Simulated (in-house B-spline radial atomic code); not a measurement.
Values are calculated unless marked as measured or tabulated.
# Ghost states of the separable form: Si

Si, [Ne] 3s2 3p2, non-relativistic PBE, spherical and spin-unpolarised, from a B-spline radial code for spherical atoms (atomic units; all potentials screened as in the neutral atom).

Troullier-Martins channels: 3s (ε = -0.3957, r_c = 1.575 bohr), 3p (ε = -0.1503, r_c = 1.741 bohr). In the Kleinman-Bylander form one channel serves as the local potential, and each other channel l becomes |δV u><u δV|/<u|δV|u>, with δV = V_l − V_local and u the pseudo-orbital. Its strength is E_KB = <u|δV²|u>/<u|δV|u>. By the analysis of Gonze, Stumpf and Scheffler a spurious state lies below the reference level ε if E_KB > 0 and ε is above the second level of the local potential alone, or if E_KB < 0 and ε is above its first. The table's levels are those of angular momentum l in a sphere of 9 bohr, whose wall can lift a shallow ε a little above its free-atom value.

```
local  channel   <u δV u>  <u δV² u>        ε  first local level  second local level
    p        s   0.070225    0.19168  -0.3957            -0.5872             -0.0120
    s        p  -0.033764   0.091572  -0.1498            -0.1312              0.1175
```

Apply the rule to each row.

Local p, channel s: E_KB = +2.73, so ε = -0.3957 is set against -0.0120: no ghost. Local s, channel p: E_KB = -2.71, so ε = -0.1498 is set against -0.1312: no ghost.

Diagonalising the separable Hamiltonian gives:

| local | channel | three lowest levels | all-electron, two lowest valence levels |
| --- | --- | --- | --- |
| p | s | -0.3957, 0.0341, 0.3353 | -0.3957, 0.0342 |
| s | p | -0.1498, 0.1073, 0.4317 | -0.1498, 0.1075 |

Which choices of local channel are safe?

All are free of ghosts. Among the safe choices the second level, which tests transfer, is off by at most 0.2 millihartree (s local), 0.1 millihartree (p local).
